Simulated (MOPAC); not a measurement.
Constitutional and geometric isomers with formula C2H6N2. All species are isolated molecules in the gas phase. One relaxed conformer stands for each flexible species; it need not be the lowest. Strings in code marks are SMILES.

Quantity: vertical ionisation energy (energy after one electron is removed minus that of the parent at the parent's geometry), in eV.

Case: `C=C(N)N`. Geometry of `C=C(N)N` (neutral, multiplicity 1, Å):

```xyz
10

C     -1.1815    -0.5930     0.2573
C     -0.0050    -0.0025     0.0011
N      1.1924    -0.3146     0.6499
N      0.1820     1.0045    -0.9492
H     -2.1000    -0.2093    -0.1613
H     -1.2400    -1.4672     0.8887
H      1.9751    -0.4210     0.0184
H      1.1166    -1.0926     1.2869
H      0.7338     1.7805    -0.6083
H     -0.6734     1.3152    -1.3833
```

### Question
Predict the vertical ionisation energy (energy after one electron is removed minus that of the parent at the parent's geometry) from minus the HOMO energy of AM1 // B3LYP-D3(BJ)/def2-TZVP (MOPAC).

### Answer
8.62 eV.
